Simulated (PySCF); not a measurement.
This PySCF input asks for the NMR shieldings of `ClC1=CC=C(BC)S1`, C5H6BClS; the geometry comes from GFN2-xTB.

```python
import basis_set_exchange as bse
import numpy as np
from pyscf import gto, dft
from pyscf.prop import nmr

atoms = """
C     2.490901    0.762157   -0.012700
B     1.490644   -0.438720   -0.172946
C    -0.020872   -0.233928   -0.062650
C    -1.017261   -1.181446   -0.142827
C    -2.320289   -0.688321    0.011443
C    -2.327401    0.663678    0.213468
Cl   -3.706828    1.645008    0.449665
S    -0.742966    1.337969    0.214370
H     2.026910    1.739135   -0.127195
H     3.334437    0.701032   -0.697252
H     2.921290    0.731412    0.989352
H     1.884074   -1.528770   -0.351361
H    -0.802032   -2.221888   -0.310442
H    -3.211286   -1.287789   -0.023092
"""
names = dict.fromkeys(["C", "B", "Cl", "S", "H"], "pcSseg-1")
basis = {el: gto.basis.parse(bse.get_basis(n, elements=[el], fmt="nwchem")) for el, n in names.items()}
mol = gto.M(atom=atoms, basis=basis, charge=0, verbose=0)
mf = dft.RKS(mol, xc="PBE0")
mf.grids.level = 2
mf.grids.alignment = dft.numint.BLKSIZE   # the property module wants whole blocks of grid points
mf.conv_tol = 1e-9
mf.kernel()

calc = nmr.RKS(mf)   # GIAO
C = mf.mo_coeff
Co = C[:, mf.mo_occ > 0]
resp = mf.gen_response(singlet=True, hermi=2)
def vind(x):   # induced exchange potential for any number of trial vectors
    d = np.einsum("pi,xij,qj->xpq", C, 2 * x.reshape(-1, C.shape[1], Co.shape[1]), Co, optimize=True)
    return np.einsum("xpq,pi,qj->xij", resp(d - d.transpose(0, 2, 1)), C, Co, optimize=True).ravel()
mo1, _ = nmr.rhf.solve_mo1(calc, with_cphf=vind)
sigma = calc.kernel(mo1)
for i, s in enumerate(sigma):   # ppm
    w = np.linalg.eigvalsh((s + s.T) / 2)
    print("%2d %-2s iso %8.1f  s11 %8.1f  s22 %8.1f  s33 %8.1f" % (i, mol.atom_pure_symbol(i), w.mean(), *w))
```

Question: Give the expected output.

Answer: 
```
 0 C  iso    174.9  s11    154.6  s22    182.0  s33    188.1
 1 B  iso     35.7  s11    -29.7  s22     15.3  s33    121.4
 2 C  iso     27.2  s11    -47.7  s22      8.3  s33    121.0
 3 C  iso     36.4  s11    -43.2  s22     10.9  s33    141.7
 4 C  iso     52.9  s11    -23.1  s22     46.5  s33    135.3
 5 C  iso     24.4  s11    -65.2  s22     44.5  s33     94.0
 6 Cl iso    723.9  s11    478.3  s22    746.2  s33    947.2
 7 S  iso    221.4  s11     52.6  s22    251.3  s33    360.3
 8 H  iso     30.4  s11     25.0  s22     31.6  s33     34.7
 9 H  iso     30.4  s11     26.4  s22     28.1  s33     36.7
10 H  iso     30.9  s11     26.7  s22     29.0  s33     37.0
11 H  iso     24.6  s11     21.2  s22     25.1  s33     27.6
12 H  iso     24.0  s11     21.3  s22     24.3  s33     26.3
13 H  iso     24.5  s11     21.1  s22     23.8  s33     28.6
```

These numbers come from an equivalent density-fitted implementation of the same equations, which agrees with the script to about 0.01 ppm for H and up to a few tenths of a ppm for heavy atoms, so last digits may differ.

Size and cost of the density-fitted run: 180 basis functions, 76 s wall time on 1 thread of an Intel Xeon, shared host; peak memory 0.81 GiB.
